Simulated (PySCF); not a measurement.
**[Nd(S2)2]− at several levels of theory**

Computed with PySCF 2.14.0 (density fitting, no spin-orbit coupling) at the geometry relaxed with BP86:

```xyz
5
[Nd(S2)2]− (singlet in the valence; each metal's 4f electrons, 3 of them, lie in its core potential, out of spins and levels)
Nd    0.0000    0.0000    0.0000
S     0.7762    0.7762    2.4480
S    -0.7762   -0.7762    2.4480
S     0.7762   -0.7762   -2.4480
S    -0.7762    0.7762   -2.4480
```

| level | basis | state | HOMO (eV) | gap (eV) | charge on Nd1 (e) | population of f-type functions on Nd1 (polarisation alone where 4f lies in the core) | dipole about the centre of mass (D) | largest force component (eV/Å) |
| --- | --- | --- | --- | --- | --- | --- | --- | --- |
| BP86 | Nd lcecp-1-SVP with ECP49, S def2-SVP | singlet | -0.35 | 1.65 | 0.54 | 0.05 | 0.00 | 0.00 |
| B3LYP | the same | singlet | -1.06 | 2.79 | 0.62 | 0.05 | 0.00 | 0.02 |
| HF | the same | singlet | -3.89 | 7.87 | 1.09 | 0.06 | 0.00 | 0.16 |
| BLYP | the same | singlet | 0.00 | 1.45 | 0.47 | 0.05 | 0.00 | 0.26 |
| BP86 | Nd lcecp-1-TZVP with ECP49, S def2-TZVP | singlet | -0.71 | 1.80 | 1.07 | 0.06 | 0.00 | 0.32 |

In the lcecp rows the 4f levels are missing from HOMO and gap, and the state counts the valence alone.

Charges are Mulliken's, which hang on the basis. The relaxation used the grid (50, 194), these runs (75, 302) or, all-electron (x2c bases, spin-free X2C Hamiltonian), (99, 590).

Question: What does PBE0 with Nd lcecp-1-SVP with ECP49, S def2-SVP give here?

Answer: state singlet, HOMO (eV) -1.38, gap (eV) 3.30, charge on Nd1 (e) 0.73, population of f-type functions on Nd1 (polarisation alone where 4f lies in the core) 0.05, dipole about the centre of mass (D) 0.00, largest force component (eV/Å) 0.31. Time: 22 s on 2 threads of Intel(R) Xeon(R) Processor @ 2.50GHz (Skylake/Cascade Lake), on a shared host, from an already converged density.

In the first row's basis the gap widens with exact exchange: 1.5 to 1.6 eV for BLYP, BP86 (none); 2.8 to 3.3 eV for B3LYP, PBE0 (a fixed share); 7.9 eV for Hartree–Fock (rising or full at long range).

An lcecp potential fixes the number of 4f electrons, so in runs with it no electron can move into or out of that shell.

The highest filled level of some runs lies above zero, as often for anions with such functionals and bases.
